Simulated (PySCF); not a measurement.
# Reading the logs of faulty runs: BGe2H6O

Calculated results; nothing here was measured. The program is PySCF 2.14.0, an open-source quantum chemistry code, run on an isolated molecule that a program drew, which may never have been made. The molecule is BGe2H6O (charge 0, doublet), drawn as the SMILES string `[OH][GeH][BH][GeH3]`.

Each row is a Hartree-Fock (HF) and frozen-core CCSD(T) single point in the cc-pVDZ basis, meant for a local HF minimum. Run 1 is clean. Each other run has one planted mistake out of seven kinds, and not every kind appears here: one electron removed, one electron added, multiplicity raised by two, geometry at a saddle point, minimal basis STO-3G, one bond length entered in bohr, all coordinates scaled. The reference is restricted for singlets and unrestricted otherwise, and also for a bond in bohr. Adding or removing an electron swaps singlet and doublet. Electrons count all cores. HOMO and LUMO are orbital energies over both spins, the gradient is its largest component, and the lowest frequency (negative if imaginary) is given only where the gradient is small. Bond lengths are over the 9 bonds as drawn. T1 is the CCSD diagnostic: over 0.02 (restricted) or 0.045 (unrestricted) a single reference is doubtful. Germanium has the cc-pVDZ-PP basis, with a core potential (ECP10MDF) in place of its 10 inner electrons, and its 3s, 3p and 3d shells are frozen in CCSD(T).

Geometry of the clean run:
```xyz
10
BGe2H6O, angstrom
O     0.4284   -0.2553   -1.2028
Ge   -0.2181    0.6675    0.1570
B     0.3204    0.4226    2.0253
Ge    1.7387   -0.9803    2.6049
H     1.0793   -0.9056   -0.9764
H    -1.2122    1.6053   -0.5097
H    -0.2232    1.1371    2.8176
H     2.9396   -0.3134    3.2924
H     1.1478   -2.0031    3.5869
H     2.2899   -1.7743    1.4031
```

```
run  electrons  basis functions  <S^2>  HOMO (eV)  LUMO (eV)  gradient (hartree/bohr)  lowest frequency (cm^-1)  mean bond (Å)  longest bond (Å)      T1  HF (hartree)  CCSD(T) (hartree)                     mistake
  1         83              104  0.757      -8.05       0.35                  6.4e-06                        81         1.5648             2.077  0.0179    -689.76107         -690.28479                    no fault
  2         84              104  0.000      -1.21       7.61                  5.5e-02                         -         1.5648             2.077  0.0157    -689.77531         -690.33507          one electron added
  3         83              104  3.777      -5.07      -2.47                  5.2e-02                         -         1.5648             2.077  0.0305    -689.58558         -690.09772  multiplicity raised by two
  4         83              104  1.440      -8.43       0.28                  1.5e-02                         -         1.6831             2.263  0.0492    -689.64813         -690.16847                           ?
```

**Which mistake was planted in run 4, and what did it cost?**

The mean bond changes by a factor of 1.076 and the longest by 1.090, so the molecule wasn't scaled as a whole. A length L in bohr read as angstrom grows by (1/0.5292 - 1) L = 0.890 L. The 9 bonds together grew by 9 x 0.1183 = 1.065 Å, which gives L = 1.197 Å. That is bond B3-H7, 1.197 Å in the clean geometry. So the mistake is: one bond length entered in bohr. Subtracting run 1 and multiplying by 627.51 kcal/mol a hartree, the energy moved by 70.9 kcal/mol in HF and 73.0 kcal/mol in CCSD(T).

Cautions from the logs. Run 4: T1 is over the limit, so its CCSD(T) energy is less reliable.
